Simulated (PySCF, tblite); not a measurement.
Isomers of C5H7FS2Si, one GFN2-xTB conformer each. Single-point energies are computed at PBE0/pcSseg-1 (PySCF, gas phase, no added dispersion term), electronic only.

Problem. Rank them by PBE0/pcSseg-1 energy, lowest first (kcal/mol).
A. `[CH:1]#[C:2][C@@H:3]1[SiH2:4][S:5][CH2:6][S:7][C@H:8]1[F:9]` with C2–C3–Si4–S5 -69°, C3–Si4–S5–C6 -48°, Si4–S5–C6–S7 64°, S5–C6–S7–C8 -73°
B. `[CH3:1]/[C:2](=[CH:3]\[F:4])[SiH:5]1[S:6][CH:7]=[CH:8][S:9]1` with C1–C2–Si5–S6 175°

Solution. B (0.0), A (48.2).

As drawn, the lower has a C=C bond outside aromatic rings, which the higher lacks; the higher has a C≡C bond, which the lower lacks. GFN2-xTB itself gives, in the same order: 0.0, 34.1. Both levels put the same isomer lowest.

Problem. Which frontier levels, dipoles and rotational constants go with these structures?

Solution. 
| SMILES | HOMO (eV, PBE0/pcSseg-1) | LUMO (eV) | dipole (D) | A, B, C (MHz) |
| --- | --- | --- | --- | --- |
| C/C(=C\F)[SiH]1SC=CS1 | -6.23 | -0.54 | 0.51 | 1645, 674.1, 540.4 |
| C#C[C@@H]1[SiH2]SCS[C@H]1F | -6.80 | -0.03 | 1.36 | 1108, 1046, 865.1 |

Problem. What happens when harmonic zero-point energies from GFN2-xTB frequencies are added?

Solution. 
```tsv
SMILES	ZPE (kcal/mol)	electronic (kcal/mol)	with ZPE (kcal/mol)
C/C(=C\F)[SiH]1SC=CS1	66.2	0.0	0.0
C#C[C@@H]1[SiH2]SCS[C@H]1F	63.9	48.2	46.0
```

The zero-point energies span 2.3 kcal/mol. The order is unchanged.
